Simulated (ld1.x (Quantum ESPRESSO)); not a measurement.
# boron ultrasoft: all-electron and pseudo phase curves

B (Z = 5), ultrasoft, made with ld1.x (Quantum ESPRESSO) 7.5 (LDA (PZ), scalar-relativistic). Core [He], reference 2s2 2p1. Waves: 2s (bound): rcut 1.15, rcutus 1.30 bohr; 2s channel at 3.7 Ry: rcut 1.15, rcutus 1.30 bohr; 2p (bound): rcut 1.35, rcutus 1.85 bohr; 2p channel at 4.6 Ry: rcut 1.35, rcutus 1.85 bohr; 3d channel at 0.15 Ry: rcut 1.60, rcutus 1.95 bohr; 3d channel at 0.85 Ry: rcut 1.60, rcutus 1.95 bohr. Local part: all-electron potential smoothed inside 1.85 bohr (lloc = -1). Core correction: none. Augmentation charge: built from norm-conserving waves at rcut, not smoothed further.

The phase is arctan(r·u′/u) with u = r·R(r), unwrapped; energies in Ry, scanned from -3 to 5 Ry. A pole is an energy at which the radial function vanishes at the test radius. The pseudo phase is shifted by a multiple of π to meet the all-electron one at the reference energy, and phase errors are pseudo minus all-electron; the curves can meet again beyond the range given. Levels narrower than the energy grid can be missing from the lists of poles.

Problem. For each channel, where are the poles, and over which energies does the pseudopotential scatter like the atom?

Solution.

| channel | radius (bohr) | reference energy (Ry) | poles, all-electron | poles, pseudo | unbroken range about the reference energy with phases within 0.05 rad | phase error 1 Ry above the reference energy (rad) |
| --- | --- | --- | --- | --- | --- | --- |
| s | 2.14 | -0.69 | 0.71 | 0.71 | the whole range | -0.000 |
| p | 2.14 | -0.27 | 0.92 | 1.25 | below 0.7 | +0.052 |
| d | 2.14 | 0.15 | 4.87 | 4.87 | the whole range | -0.000 |

A Bessel basis up to 400 Ry misses an occupied level by 0.19 Ry, so cutoffs and ghosts were not judged.

Phases in the d channel:

| E (Ry) | all-electron | pseudo |
| --- | --- | --- |
| -3.00 | 1.329 | 1.329 |
| -2.52 | 1.313 | 1.313 |
| -2.04 | 1.293 | 1.293 |
| -1.56 | 1.268 | 1.268 |
| -1.08 | 1.236 | 1.236 |
| -0.60 | 1.193 | 1.193 |
| -0.12 | 1.131 | 1.131 |
| 0.36 | 1.036 | 1.036 |
| 0.84 | 0.871 | 0.871 |
| 1.32 | 0.543 | 0.543 |
| 1.80 | -0.100 | -0.101 |
| 2.28 | -0.779 | -0.780 |
| 2.76 | -1.141 | -1.141 |
| 3.24 | -1.322 | -1.322 |
| 3.72 | -1.428 | -1.428 |
| 4.20 | -1.499 | -1.499 |
| 4.68 | -1.553 | -1.552 |
